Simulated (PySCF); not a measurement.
**F: excitation energy**

F [He] 2s2 2p5 (2P) → F [He] 2s1 2p5 3s1 (4P), as a difference of total energies. Calculation: PySCF 2.14, in aug-cc-pVTZ with one added diffuse shell each of s, p, d, f type (6s5p4d3f, 62 functions); the non-relativistic Hamiltonian (point nucleus). Correlated levels: valence: 1s2 frozen. The calculations carry no spin-orbit coupling.

| method | excitation energy (eV) |
| --- | --- |
| UHF | 32.880 |
| LDA | 31.467 |
| PBE | 31.448 |
| PBE0 | 32.099 |
| r2SCAN | 32.364 |
| HSE06 | 32.069 |
| M06 | 32.192 |
| B2PLYP | 32.751 |
| CAM-B3LYP | 32.190 |
| MP2 (valence) | 33.143 |
| SCS-MP2 (valence) | 33.030 |

Problem. How much does correlation contribute at MP2 (valence)?

Solution. 33.143 − (32.880) = 0.263 eV, measured against UHF.

The upper state lies above the first ionisation limit, where it may autoionise and the basis confines it. A Rydberg-like electron needs more diffuse functions than a valence basis has.

The promoted electron is Rydberg-like, and one or two diffuse shells describe it only roughly, which tends to raise the upper state.
